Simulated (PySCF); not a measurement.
Estimate the missing entries of this data sheet.

H₉O₃Si₄ (doublet state).
Geometry (PBE0-D3(BJ)/def2-SVP, Å), atoms numbered from 1 in this order:
```
atom  x, y, z in Å
Si1    2.318   -1.605    0.257
O2     1.334   -0.308    0.628
Si3   -0.279    0.037    0.755
O4    -0.532    1.560    0.172
Si5    0.277    3.005   -0.032
O6    -1.104   -1.049   -0.176
Si7   -2.536   -1.410   -0.945
H8     3.721   -1.203    0.551
H9     2.189   -1.957   -1.188
H10    1.953   -2.790    1.088
H11   -0.734    4.049   -0.357
H12    1.260    2.894   -1.149
H13    0.996    3.380    1.222
H14   -2.311   -2.619   -1.785
H15   -2.968   -0.269   -1.804
H16   -3.599   -1.697    0.064
```

```csv
property,level,value
point group,PBE0-D3(BJ)/def2-SVP,?
"rotational constants A, B, C",PBE0-D3(BJ)/def2-SVP,?
dipole moment,PBE0-D3(BJ)/def2-SVP,?
isotropic g value,"unrestricted B3LYP/IGLO-III on O Si, pcH-1 on H, mean-field spin–orbit",2.00125
spin squared ⟨S²⟩,"unrestricted B3LYP/IGLO-III on O Si, pcH-1 on H",?
largest isotropic hyperfine couplings (means over sets of like nuclei),"unrestricted B3LYP/IGLO-III on O Si, pcH-1 on H, mean-field spin–orbit","29Si -1187.3 (Si3), 17O -79.7 (O2/O4/O6), 29Si -2.3 (Si1/Si5/Si7), 1H +1.7 (H8/H9/H10/H11/H12/H13/H14/H15/H16) MHz"
```

The electronic properties come from PySCF, for the isolated species, density fitting. Couplings of like nuclei are plain means over topologically equivalent atoms, as if these changed places fast (by rotation of a methyl-like group, say); in this geometry the members of some sets differ.

(1) The rotational constants A, B, C?

(2) What is the spin squared ⟨S²⟩?

(3) The dipole moment?

(4) What is the point group?

Results:

(1) 1.043, 0.921, 0.523 GHz.

(2) 0.751.

(3) 0.23 D.

(4) C1.

The rotational constants make it an asymmetric top with κ = (2B − A − C)/(A − C) = 0.53, nearer the oblate limit (+1). With B = h/(8π²I), that is 505.379 GHz u Å² over I, the principal moments of inertia are 484.5, 549.0 and 965.4 u Å² (most abundant isotopes); the inertial defect Ic − Ia − Ib is -68.1 u Å² (zero for a rigid planar frame, negative otherwise). At 9.50 GHz, hν = g·μB·B₀ (B₀ the magnetic field) puts the centre of the isotropic spectrum, to first order, at 339.2 mT. The dipole equals about 0.8 × 10⁻³⁰ C·m (1 D = 3.33564 × 10⁻³⁰ C·m). A dipole of 0.23 D is allowed in C1, and pure rotational transitions are dipole-allowed.

One conformer stands for the species.
